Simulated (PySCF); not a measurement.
**Diatomic anions of Be with group 14**

CCSD(T) with double-zeta basis sets in PySCF, for the lowest determinant that a PBE0 search found; no spin–orbit coupling. De refers to high-spin ground-configuration atoms (the charge goes to the atom of lower measured ionisation energy or higher electron affinity, which is not always the lowest computed limit).

| M | basis | reference, frozen orbitals | charged atom | state (unpaired electrons) | Re (Å) | ωe (cm⁻¹) | De (eV) |
| --- | --- | --- | --- | --- | --- | --- | --- |
| C | aug-cc-pVDZ-DK | UHF, 1 | C− | quartet (σ ↑, π ↑↑) | 1.743 | 763 | 2.01 |
| Si | aug-cc-pVDZ/aug-cc-pV(D+d)Z | UHF, 5 | Si− | quartet (σ ↑, π ↑↑) | 2.217 | 495 | 1.25 |
| Ge | aug-pcseg-1 | UHF, 9 | Ge− | quartet (σ ↑, π ↑↑) | 2.300 | 406 | 0.91 |
| Sn | def2-SVPD | UHF, 4 | Sn− | quartet (σ ↑, π ↑↑) | 2.510 | 352 | 0.91 |
| Pb | aug-cc-pVDZ/aug-cc-pVDZ-PP | UHF, 4 | Pb− | quartet (σ ↑, π ↑↑) | 2.549 | 336 | 0.89 |

The shortest bond is that of BeC⁻ (1.743 Å), the longest that of BePb⁻ (2.549 Å).

The rows differ in basis set, which adds steps of its own.

Down a group the atoms grow and get heavier, so bonds lengthen and wavenumbers fall; this series shows no clear exception.

Correlated steps freeze the inner cores (1 to 9 orbitals); shallow outer-core shells are correlated. Correlated levels converge slowly with the basis: in double zeta they bind strong bonds too weakly, by up to about 1 eV, and carry superposition errors of some tenths. Spin–orbit coupling is left out, which matters for elements this heavy, above all for dissociation energies. For an ion De counts to the pair picked by the measured ionisation energies or electron affinities, which need not be the lowest pair at this level. The CCSD T1 diagnostic is raised in BeC⁻, a sign that a single reference may not be enough there. States were picked by a PBE0 search and need not be the measured ground states.
